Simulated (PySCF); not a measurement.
C4H6Br2 (SMILES BrC1(Br)CCC1), singlet, geometry from GFN2-xTB. Base run: PySCF with DF-CAMB3LYP/STO-3G.

Input for PySCF:
```python
from pyscf import gto, scf, dft

mol = gto.M(
    atom='''
Br    1.216351    0.817499   -0.997667
C    -0.397898    0.220299   -0.059884
Br    0.081603   -1.333901    1.032864
C    -1.632205   -0.028376   -0.925240
C    -2.457465    0.772768    0.095672
C    -1.154744    1.284712    0.732836
H    -1.558248    0.463541   -1.894234
H    -1.909212   -1.069870   -1.075865
H    -3.109386    1.535669   -0.320768
H    -3.028483    0.134232    0.765781
H    -1.076384    1.220528    1.816289
H    -0.892820    2.293567    0.416595
''',
    basis='sto-3g',
    charge=0,
    spin=0,
    verbose=4,
    max_memory=1800,
)

mf = dft.RKS(mol)
mf.xc = 'camb3lyp'
mf = mf.density_fit(auxbasis='def2-universal-jkfit')
mf.kernel()
```

All variants below ran on the same shared machine, one core each. Differences are taken from the largest basis of the Pople family in the series, which isn't the basis-set limit (6-311G**: -9.049 eV). The cheapest run took very roughly 11 core-seconds.

```csv
setting,basis functions,"cost, times the cheapest (rough)",difference in HOMO energy (eV)
STO-3G,62,1,2.801
3-21G,92,1,0.507
6-31G,102,2,0.051
6-31G*,132,2,0.072
6-31G**,150,3,0.073
6-311G**,196,3,reference
```

Times come from a shared machine, hold the start-up and are rough.
